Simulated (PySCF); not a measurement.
F₂OS, charge +1, sextet, geometry from GFN2-xTB of the parent state (a state made from the parent by changing its charge; the spin is typed, not shown lowest); MP2/6-31G (PySCF).

PySCF was given this input:
```python
from pyscf import gto, scf, mp

mol = gto.Mole()
mol.atom = '''
    O     1.412777   -0.152744   -0.328451
    S     0.175328   -0.006149    0.328915
    F    -0.664628    1.263810   -0.187633
    F    -0.902868   -1.117107   -0.105148
'''
mol.basis = '6-31g'
mol.charge = 1
mol.spin = 5
mol.verbose = 5
mol.build()

mf = scf.UHF(mol)
mf.kernel()

pt = mp.MP2(mf)
pt.kernel()
print('E(MP2) = %.10f' % pt.e_tot)
```

Question: Write the output that PySCF gives for this input, abridged.

Answer: 
```
PySCF version 2.14.0

[INPUT] verbose = 5
[INPUT] max_memory = 4000
[INPUT] num. atoms = 4
[INPUT] num. electrons = 41
[INPUT] charge = 1
[INPUT] spin (= nelec alpha-beta = 2S) = 5
[INPUT] symmetry False subgroup None
[INPUT] Mole.unit = angstrom
[INPUT] Symbol           X                Y                Z      unit          X                Y                Z       unit  Magmom
[...]
[INPUT] ---------------- BASIS SET ----------------
[INPUT] l, kappa, [nprim/nctr], expnt,             c_1 c_2 ...
[INPUT] S
[...]
                                3301.49           0.01423
                                754.146           0.069696
                                212.711           0.238487
                                67.9896           0.483307
                                23.0515           0.338074
[...]
                                100.71            -0.031693
                                32.1599           -0.113317
                                11.8079           0.05609
                                4.6311            0.592255
                                1.87025           0.455006
[...]
                                0.922167          0.066957
                                0.341287          1.05451
[...]
                                100.71            0.030681
                                32.1599           0.130452
                                11.8079           0.327205
                                4.6311            0.452851
                                1.87025           0.256042
[...]
                                0.922167          0.310263
                                0.341287          0.754483
[...]
[INPUT] O
[...]
                                825.23495         0.0139501
                                188.04696         0.0684451
                                52.9645           0.2327143
                                16.89757          0.470193
                                5.7996353         0.3585209
[...]
                                3.5999336         -0.1480263
                                1.0137618         1.130767
[...]
                                3.5999336         0.3397528
                                1.0137618         0.7271586
[...]
[INPUT] F
[...]
                                1051.36609        0.0139160796
                                239.28569         0.0684053245
                                67.3974453        0.23318576
                                21.5199573        0.471267439
                                7.4031013         0.356618546
[...]
                                4.80830834        -0.146451658
                                1.34406986        1.12868858
[...]
                                4.80830834        0.345912103
                                1.34406986        0.722469957
[...]
nuclear repulsion = 191.026359123463
number of shells = 22
number of NR pGTOs = 112
number of NR cGTOs = 40
basis = 6-31g
ecp = {}

******** <class 'pyscf.scf.uhf.UHF'> ********
method = UHF
initial guess = minao
damping factor = 0
level_shift factor = 0
DIIS = <class 'pyscf.scf.diis.CDIIS'>
diis_start_cycle = 1
diis_space = 8
diis_damp = 0
SCF conv_tol = 1e-09
SCF conv_tol_grad = None
SCF max_cycles = 50
direct_scf = True
direct_scf_tol = 1e-13
number electrons alpha = 23  beta = 18
Set gradient conv threshold to 3.16228e-05
E1 = -1310.6172537417733  E2 = 447.66007031983463  Ecoul = 500.83320464933973  Exc = -53.1731343295051
init E= -671.930824298475
cond(S) = 96.25267871710255

  alpha mo_energy =
[-9.19993420e+01 -2.64853954e+01 -2.64852582e+01 -2.08073959e+01
 -9.04120100e+00 -6.71106473e+00 -6.70401627e+00 -6.70258338e+00
 -1.90064472e+00 -1.74861854e+00 -1.67104812e+00 -9.89195156e-01
 -8.18085394e-01 -7.57113388e-01 -7.41182263e-01 -6.65521473e-01
 -6.62489889e-01 -6.38995061e-01 -5.47011910e-01 -5.20246770e-01
 -3.22414983e-01  4.85545434e-02  7.08269979e-02  1.80046145e-01
  4.25883505e-01  5.04272373e-01  5.12432426e-01  6.36650464e-01
[...]
cycle= 48 E= -669.9966781093  delta_E= -6.39e-05  |g|= 0.0113  |ddm|= 0.0146
  alpha mo_energy =
[-92.35472716 -26.69549267 -26.69504477 -21.15072598  -9.40800705
  -7.09159458  -7.087289    -7.07832745  -2.08938967  -2.02850046
  -2.01704737  -1.38911334  -1.2400887   -1.22791507  -1.18165704
  -1.15382301  -1.10937535  -1.05906074  -1.05846609  -1.02412625
  -0.90227287  -0.6232084   -0.60444845  -0.09292145   0.1351551
   0.18725159   0.19692389   0.30395892   0.72140283   0.73731341
   0.7776698    1.08490697   1.15850407   1.16451229   1.22060162
   1.27419544   1.38248749   1.40726017   1.62718551   1.98959417]
  beta  mo_energy =
[-9.23318999e+01 -2.66351219e+01 -2.66346751e+01 -2.10644363e+01
 -9.37913420e+00 -7.06987686e+00 -7.04613755e+00 -7.03824738e+00
 -1.89143100e+00 -1.83057610e+00 -1.75120598e+00 -1.17320076e+00
 -1.05256495e+00 -9.87103403e-01 -9.83698435e-01 -9.50725869e-01
 -8.65899730e-01 -8.04620204e-01 -4.12024899e-01 -4.01265396e-01
 -2.39149205e-01 -2.48516826e-02 -3.77998824e-03 -1.48985029e-03
  1.83829636e-01  2.73072718e-01  2.74299382e-01  3.68871832e-01
  8.28006989e-01  9.01747189e-01  9.22197247e-01  1.16325976e+00
  1.23137245e+00  1.24714710e+00  1.36438025e+00  1.40569211e+00
  1.43466609e+00  1.48208031e+00  1.74111310e+00  2.06844832e+00]
multiplicity <S^2> = 8.7840348  2S+1 = 6.0113342
E1 = -1296.3145834368024  E2 = 435.2917502065666  Ecoul = 488.6203264320071  Exc = -53.32857622544054
cycle= 49 E= -669.996474106773  delta_E= 0.000204  |g|= 0.00967  |ddm|= 0.0484
  alpha mo_energy =
[-9.23446347e+01 -2.67240679e+01 -2.67220323e+01 -2.11211405e+01
 -9.39847578e+00 -7.08180062e+00 -7.07880711e+00 -7.06841755e+00
 -2.10258689e+00 -2.05510012e+00 -2.00009066e+00 -1.38936597e+00
 -1.24920063e+00 -1.20949251e+00 -1.17582998e+00 -1.13955466e+00
 -1.13399146e+00 -1.08582578e+00 -1.07657943e+00 -1.04995224e+00
 -8.93422638e-01 -6.25215110e-01 -6.00099690e-01 -8.48495263e-02
  1.33800291e-01  1.94987241e-01  1.99323215e-01  3.13446738e-01
  7.36985900e-01  7.57598358e-01  7.97883222e-01  1.06416731e+00
  1.14253003e+00  1.15438416e+00  1.20214717e+00  1.26204489e+00
  1.36348295e+00  1.40812466e+00  1.60946855e+00  1.97340410e+00]
  beta  mo_energy =
[-9.23218377e+01 -2.66605978e+01 -2.66585621e+01 -2.10388358e+01
 -9.36974626e+00 -7.05976613e+00 -7.03641466e+00 -7.02960329e+00
 -1.90224047e+00 -1.84462087e+00 -1.74103015e+00 -1.18449358e+00
 -1.05704609e+00 -1.02310561e+00 -1.00403895e+00 -9.79557183e-01
 -8.69254224e-01 -8.07717117e-01 -3.81386549e-01 -3.75412381e-01
 -2.21291809e-01 -2.46356381e-02 -5.38311770e-03  2.61897969e-03
  1.85930398e-01  2.74627714e-01  2.75609363e-01  3.78267065e-01
  8.44990702e-01  9.10577209e-01  9.39764864e-01  1.15334401e+00
  1.21643005e+00  1.24619521e+00  1.34863770e+00  1.38948304e+00
  1.42268222e+00  1.48510802e+00  1.72623241e+00  2.05449523e+00]
multiplicity <S^2> = 8.7822466  2S+1 = 6.0107393
E1 = -1296.2732131059674  E2 = 435.2496870835843  Ecoul = 488.58773441628017  Exc = -53.33804733269585
cycle= 50 E= -669.99716689892  delta_E= -0.000693  |g|= 0.024  |ddm|= 0.235
SCF not converged.
SCF energy = -669.99716689892 after 50 cycles  <S^2> = 8.7822466  2S+1 = 6.0107393

******** <class 'pyscf.mp.ump2.UMP2'> ********
nocc = (np.int64(23), np.int64(18)), nmo = (40, 40)
E1 = -1296.2732131059674  E2 = 435.2496870835843  Ecoul = 488.58773441628017  Exc = -53.33804733269585
transform (ia|jb) incore
Init E(MP2) = -0.323735378773571
cycle = 1  E_corr(MP2) = -0.323827398498551  dE = -9.2019725e-05  norm(t2) = 0.0041387
cycle = 2  E_corr(MP2) = -0.323838995193356  dE = -1.15966948e-05  norm(t2) = 0.000111299
cycle = 3  E_corr(MP2) = -0.323838945850055  dE = 4.93433017e-08  norm(t2) = 3.75919e-06
E(UMP2) = -670.32100584477  E_corr = -0.323838945850055
E(SCS-UMP2) = -670.303067435276  E_corr = -0.305900536356634
E_corr(same-spin) = -0.0954302292270364
E_corr(oppo-spin) = -0.228408716623018
E(MP2) = -670.3210058448
```

Convergence was not reached.
